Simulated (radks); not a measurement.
Problem. The mean radii <r> (bohr) of the occupied orbitals of an atom or ion are listed with their occupations. Calculated with a radial shooting solver on a logarithmic mesh with Libxc functionals: scalar-relativistic Kohn-Sham, PBE, spin-polarised, spherical densities, point nucleus.

| orbital | occ. | <r> |
|---|---|---|
| 1s up | 1 | 0.01866 |
| 1s down | 1 | 0.01866 |
| 2s up | 1 | 0.07894 |
| 2s down | 1 | 0.07894 |
| 2p up | 3 | 0.07057 |
| 2p down | 3 | 0.07057 |
| 3s up | 1 | 0.2048 |
| 3s down | 1 | 0.2048 |
| 3p up | 3 | 0.2049 |
| 3p down | 3 | 0.2049 |
| 3d up | 5 | 0.1856 |
| 3d down | 5 | 0.1856 |
| 4s up | 1 | 0.4588 |
| 4s down | 1 | 0.4588 |
| 4p up | 3 | 0.4877 |
| 4p down | 3 | 0.4877 |
| 4d up | 5 | 0.5232 |
| 4d down | 5 | 0.5231 |
| 5s up | 1 | 1.095 |
| 5s down | 1 | 1.093 |
| 5p up | 3 | 1.277 |
| 5p down | 3 | 1.273 |
| 4f up | 7 | 0.6380 |
| 4f down | 7 | 0.6360 |
| 5d up | 1 | 1.959 |
| 6s up | 1 | 2.985 |
| 6s down | 1 | 2.981 |
| 6p up | 2 | 3.964 |

Name the element and its charge. Open shells, if any, are filled with parallel spins first.

Solution. Z = 73, tantalum, charge 0: Ta in [Xe] 4f14 5d1 6s2 6p2. The 1s radius gives Z: for a bare nucleus <r> = (2 gamma + 1)/(2Z) with gamma = sqrt(1 - (Z/c)^2), 0.01844 bohr for Z = 73, and screening makes it slightly larger (0.01866 here). The occupations add up to 73, and the charge is Z minus that.
